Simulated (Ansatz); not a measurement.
Reaction (ligand exchange at a Ge–C bond): `C[C](F)(Cl)[GeH3]` + `CC(O)=S` → `CC(=S)[O][GeH3]` + `CC(F)Cl`

Program: Ansatz. Geometries: PBE0-D4/def2-TZVP. ΔE: electronic, gas phase. CCSD(T)/CBS is the MP2 limit (def2-TZVPP, def2-QZVPP) plus CCSD(T) − MP2 in def2-TZVPP, frozen cores. Functionals use def2-TZVPP. B3LYP here is the variant with VWN-RPA as its local correlation; programs differ in this. For Ge outer-core shells are correlated without core-valence functions, which leaves a few kJ/mol of doubt a bond. Scalar relativity is left out up to krypton. One conformer a species, not always the lowest.

```tsv
level	ΔE (kcal/mol)	difference from CCSD(T)/CBS
PBE-D4	-4.9	1.4
r2SCAN-D4	-6.1	0.2
PBE0-D4	-5.7	0.6
B3LYP-D4	-7.5	-1.2
ωB97X-V	-6.9	-0.6
ωB97M-V	-6.1	0.2
B2PLYP	-7.8	-1.5
PBE	-5.0	1.3
r2SCAN	-6.1	0.2
PBE0	-5.8	0.5
B3LYP	-7.7	-1.4
HF/def2-TZVPP	-11.6	-5.3
MP2/def2-TZVPP	-7.1	-0.8
SCS-MP2/def2-TZVPP	-8.3	-2.0
CCSD/def2-TZVPP	-7.6	-1.3
CCSD(T)/def2-TZVPP	-7.1	-0.8
HF/def2-QZVPP	-12.1	-5.8
MP2/def2-QZVPP	-6.8	-0.5
SCS-MP2/def2-QZVPP	-8.1	-1.8
HF/CBS(def2)	-12.1	-5.8
MP2/CBS(def2)	-6.3	0.0
CCSD/CBS(def2)	-6.8	-0.5
CCSD(T)/CBS	-6.3	0
```

Largest T1 diagnostic among the species: 0.017.

In def2-TZVPP, CCSD(T) changes the Hartree–Fock value by +4.5 kcal/mol (the triples alone add +0.5 kcal/mol) and MP2 by +4.5 kcal/mol. From PBE to PBE0 (25 % exact exchange), in def2-TZVPP and without D4, ΔE moves by −0.8 kcal/mol.
